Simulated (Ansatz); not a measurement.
CH₃Cl₃Si, charge +1, doublet, geometry from GFN2-xTB (a state made from the parent by changing its charge; the spin is typed, not shown lowest). Base run: B3LYP/3-21G (Ansatz, a quantum-chemistry and plane-wave program).

Ansatz was given this input:
Ansatz 0.2 input:
```yaml
crystal:
  periodic: [false, false, false]
  atoms:
    - {symbol: C, position_ang: [-2.00424668, -0.41392756, 0.05397322]}
    - {symbol: Si, position_ang: [-0.02869839, -0.00592694, 0.00077283]}
    - {symbol: Cl, position_ang: [0.61613008, -1.24640386, -1.42202929]}
    - {symbol: Cl, position_ang: [-0.01476030, 1.93265254, -0.46898025]}
    - {symbol: Cl, position_ang: [0.54014561, -0.45049691, 1.86026918]}
    - {symbol: H, position_ang: [-2.11676567, -1.46265474, 0.30566865]}
    - {symbol: H, position_ang: [-2.45099666, 0.22153514, 0.81057179]}
    - {symbol: H, position_ang: [-2.41074186, -0.20011778, -0.92831332]}
basis:
  gaussian:
    orbitals: 3-21G.json
hamiltonian:
  xc: b3lyp
total_charge: 1
magnetization: {spin_polarized: true, initial_magnetization: 1}
```
The basis file holds 3-21G in the JSON format of the Basis Set Exchange.

Each row names what was changed in the base input (with any setting that the change needs).

```tsv
change	ΔE vs base (mEh)
base	0.000
final_grid = 14, 28, 59	0.002
lower_state_search = off	0.000
point_charge = charge:1.0 position_ang:-1.9983, -4.4502, -3.1456	91.429
final_grid = 10, 20, 41	0.001
nuclear_model = gaussian	1.137
point_charge = charge:-1.0 position_ang:-0.8906, -5.5457, 0.7865	-96.751
forces = on	0.000
lower_state_search = full	0.000
accuracy = high	0.011
final_grid = 6, 12, 29	-0.006
```
